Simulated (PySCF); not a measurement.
BrH₂InO₂. Atoms are numbered in the order given.

```xyz
6

In    -0.0021    -0.6714     0.0000
Br    -0.0178     1.8141     0.0000
O     -1.7353    -1.6575     0.0000
H     -1.5780    -2.6139     0.0000
O      1.7131    -1.7016     0.0000
H      2.4806    -1.1109     0.0000
```
Charge 0, spin multiplicity 1.

Geometry: B3LYP-D3(BJ)/def2-SVP. The def2 effective core potentials stand for the cores of In; spin–orbit coupling is left out. The values are those of a single conformer.

These are PBE/def2-TZVP run with PySCF values and carry that method's errors.

ESP charges are fitted to the potential on shells at 1.4 to 2.0 van der Waals radii. Atomic charges (e):

```csv
atom,Mulliken,ESP fit,Löwdin
In1,0.85,0.79,0.11
Br2,-0.32,-0.24,0.11
O3,-0.57,-0.67,-0.27
H4,0.31,0.41,0.17
O5,-0.58,-0.63,-0.28
H6,0.31,0.33,0.17
```
